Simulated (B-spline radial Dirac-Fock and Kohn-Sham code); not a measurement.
**Dipole and non-dipole photoemission parameters of Ag²⁺ 4d5/2**

System: silver as Ag²⁺, configuration [Kr] 4d9; threshold 34.49 eV (orbital energy of the model). The computed values come from a radial B-spline solver: Dirac-Hartree-Slater photoionisation with a Latter tail; cross sections with all multipoles, angular parameters from the dipole term and its interference with E2.

For linearly polarised light dσ/dΩ = σ/(4π) [1 + β P₂(cos θ) + (δ + γ cos²θ) sin θ cos φ], with θ from the polarisation vector and φ the angle between the beam and the projection of the electron momentum on the plane normal to the polarisation.

```
hν (eV)  σ (kb)       β       γ       δ
     80    1680   1.690  -0.048   0.002
    100     292   1.864  -0.055   0.003
    102     251   1.744  -0.043   0.002
    112     147   0.527   0.073  -0.004
    155     264  -0.260   0.146  -0.016
    158     274  -0.197   0.140  -0.016
    190     342   0.281   0.082  -0.014
    200     351   0.381   0.069  -0.013
    235     354   0.635   0.031  -0.010
    295     313   0.890  -0.006  -0.005
    300     308   0.906  -0.009  -0.004
    425     199   1.144  -0.026   0.005
    459     176   1.180  -0.023   0.008
    516     144   1.226  -0.013   0.011
    600     108   1.271   0.008   0.015
    620     101   1.279   0.014   0.016
    800    58.2   1.316   0.077   0.025
    890    45.4   1.321   0.112   0.028
    943    39.5   1.321   0.133   0.030
   1080       ?       ?       ?       ?
 1253.6    19.2   1.301   0.253   0.042
   1860    6.45   1.223   0.459   0.063
   2660    2.19   1.119   0.676   0.092
 2984.4    1.52   1.081   0.750   0.104
   6820  0.0875   0.773   1.260   0.248
   7330  0.0671   0.746   1.300   0.266
   8150  0.0452   0.707   1.356   0.294
   9640  0.0239   0.647   1.442   0.344
  10200  0.0192   0.627   1.471   0.362
```

Task: Give the values at 1080 eV.

Result: σ = 28.3 kb, β = 1.316, γ = 0.187, δ = 0.035.
